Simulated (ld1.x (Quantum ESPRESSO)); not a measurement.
W (Z = 74), PAW: configuration errors across variants

- Element: tungsten (W)
- Generator: ld1.x (Quantum ESPRESSO) 7.5
- Type: PAW
- Functional: LDA (PZ)
- Relativity: scalar-relativistic
- Frozen core: [Xe] 4f14
- Valence charge: 6
- Reference configuration: 5d4 6s1 6p1
- Partial waves: 6s (bound): rcut 2.00, rcutus 2.65 bohr; 6s channel at 0.2 Ry: rcut 2.00, rcutus 2.65 bohr; 6p (bound): rcut 2.75, rcutus 3.30 bohr; 6p channel at 1.75 Ry: rcut 2.75, rcutus 3.30 bohr; 5d (bound): rcut 1.60, rcutus 2.00 bohr; 5d channel at 1.6 Ry: rcut 1.60, rcutus 2.00 bohr
- Local potential: all-electron potential smoothed inside 2.25 bohr (lloc = -2)
- Core correction: Bessel-smoothed model core inside 1.90 bohr
- Augmentation charge: PSQ, inside the norm-conserving radii

All-electron excitation energies from the reference (eV): (1) 5d4 6s2 6p0 -4.574; (2) 5d4 6s1 6p0 4.560; (3) 5d4 6s0 6p0 20.586; (4) 5d2 6s0 6p0 83.833; (5) 5d5 6s0 6p0 5.411; (6) 5d4 6s0 6p1 10.116; (7) 5d3 6s0 6p0 46.291; (8) 5d4 6s1 6p1 spin -3.513.

Spin tests fill each open shell by Hund’s rule, majority spin first.

A true bound ghost makes a file unfit for plane-wave use even where its test errors are small: the radial tests pick states by their node count and pass the ghost by.

Errors AE − PS in meV (a dash: test not solved or not reliable):

```tsv
change	(1)	(2)	(3)	(4)	(5)	(6)	(7)	(8)	bound ghosts
base	+0.6	-2.2	-12	-735	-38	-3.8	-164	-37	none
local potential all-electron potential smoothed inside 1.36 bohr (lloc = -2)	+0.6	-2.2	-12	-734	-38	-4.6	-164	-41	s, p
local potential all-electron potential smoothed inside 1.92 bohr (lloc = -2)	+0.6	-2.2	-12	-735	-38	-3.8	-164	-37	none
local potential all-electron potential smoothed inside 2.20 bohr (lloc = -2)	+0.6	-2.2	-12	-735	-38	-3.8	-164	-37	none
local potential all-electron potential smoothed inside 2.34 bohr (lloc = -2)	+0.6	-2.2	-12	-735	-38	-3.8	-164	-37	none
local potential all-electron potential smoothed inside 2.78 bohr (lloc = -2)	+0.6	-2.2	-12	-736	-38	-3.9	-164	-37	none
local potential all-electron potential smoothed inside 3.02 bohr (lloc = -2)	+0.6	-2.2	-12	-736	-38	-3.9	-164	-37	none
local potential all-electron potential smoothed inside 3.30 bohr (lloc = -2)	+0.5	-2.3	-12	-737	-38	-4.0	-164	-38	s
local potential all-electron potential smoothed inside 3.62 bohr (lloc = -2)	+0.5	-2.3	-13	-737	-38	-4.1	-164	-37	none
local potential all-electron potential smoothed inside 3.78 bohr (lloc = -2)	+0.5	-2.3	-13	-737	-38	-4.2	-164	-37	none
```

Q: Give the same row for: local potential all-electron potential smoothed inside 1.50 bohr (lloc = -2).

A: +0.9, -2.3, -12, -731, -36, -3.2, -164, -36; bound ghosts: s.
